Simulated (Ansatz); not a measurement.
`BC(=C)C` + `BNCC` → `BN(B)CC` + `C=CC` at 600 K and 1 bar (ligand exchange at a B–C bond).

Gas-phase electronic energies from Ansatz, PBE0-D4/def2-TZVP geometries. CBS: MP2 limit from def2 TZ/QZ plus the TZ coupled-cluster correction, frozen cores. Each species was taken in one conformer, which may not be the lowest.

| species | CCSD(T)/CBS energy (Eh) | H − E (kJ/mol) | S (J/(mol·K)) |
| --- | --- | --- | --- |
| `BC(=C)C` | -143.12562 | 290.6 | 379.6 |
| `BNCC` | -160.44809 | 329.4 | 380.8 |
| `BN(B)CC` | -185.85795 | 370.9 | 428.3 |
| `C=CC` | -117.74610 | 248.6 | 323.1 |

H − E and S are ideal-gas, rigid-rotor, harmonic terms from PBE0-D4/def2-TZVP, for one conformer and one mirror image of each species. 1 Eh = 2625.50 kJ/mol, R = 8.31446 J/(mol·K).

By hand: ΔE, ΔH, ΔS and ΔG.

ΔE = (-185.85795) + (-117.74610) − (-143.12562) − (-160.44809) = -0.03034 Eh = -79.7 kJ/mol. Δ(H − E) = 370.9 + 248.6 − 290.6 − 329.4 = -0.5, so ΔH = -80.2 kJ/mol. ΔS = 428.3 + 323.1 − 379.6 − 380.8 = -9.0 J/(mol·K). ΔG = -80.2 − 600 × (-9.0)/1000 = -74.8 kJ/mol.

By hand: the equilibrium constant, and the temperature at which ΔG would vanish if ΔH and ΔS stayed fixed.

log₁₀ K = −ΔG/(RT ln 10) = 6.5. ΔG = 0 at ΔH/ΔS = 8911 K, far beyond where these terms or the molecules hold.

The number of gas molecules stays the same, so ΔS is small and ΔH decides. A doubt of 5 kJ/mol in ΔE shifts log₁₀ K by 0.4 here. Other conformers and mirror images would add mixing entropy, several J/(mol·K) or more a flexible species. Modes under 60 cm⁻¹, often nearly free rotors, make the harmonic entropy too high. These are equilibria of isolated gas molecules and say nothing of rates. Largest T1 diagnostic: 0.012 (customary marks: 0.02 for closed shells, 0.045 for open ones).
